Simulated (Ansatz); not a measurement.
The cluster Na2Te⁺. The state is a doublet with charge 1. Geometry r2SCAN-D4/def2-TZVP.

```xyz
3

Na   -1.3216   -1.0333    2.3841
Na    1.3219    1.0350   -2.3832
Te   -0.0003   -0.0017   -0.0009
```

In the def2 sets Te takes a core potential; there is no spin–orbit coupling. Another isomer (doublet) lies 0.03 eV lower at PBE0-D4/def2-TZVP; other spin states weren't run for this one.

Task: Estimate the α-spin orbital energies around the gap (eV) in Ansatz with PBE-D4/def2-TZVP, r2SCAN-D4/def2-TZVP, B97M-V/def2-TZVP, PBE0-D4/def2-TZVP.

Result: 
```csv
orbital,PBE-D4/def2-TZVP,r2SCAN-D4/def2-TZVP,B97M-V/def2-TZVP,PBE0-D4/def2-TZVP
HOMO−9,-33.46,-34.48,-34.91,-36.87
HOMO−8,-33.46,-34.48,-34.91,-36.87
HOMO−7,-33.45,-34.47,-34.90,-36.86
HOMO−6,-33.45,-34.47,-34.90,-36.86
HOMO−5,-33.42,-34.43,-34.87,-36.84
HOMO−4,-33.42,-34.43,-34.87,-36.83
HOMO−3,-17.77,-18.25,-18.04,-19.51
HOMO−2,-9.45,-9.56,-9.58,-10.37
HOMO−1,-9.24,-9.52,-9.35,-10.28
HOMO,-8.32,-8.45,-8.43,-9.27
LUMO,-5.58,-4.68,-5.24,-4.91
LUMO+1,-4.96,-4.05,-4.65,-4.32
LUMO+2,-3.47,-2.85,-3.29,-2.93
LUMO+3,-3.35,-2.72,-3.18,-2.82
LUMO+4,-3.06,-2.38,-2.93,-2.59
LUMO+5,-2.95,-2.27,-2.83,-2.48
β HOMO,-8.05,-8.16,-8.12,-8.96
β LUMO,-7.91,-7.48,-7.66,-6.87
```
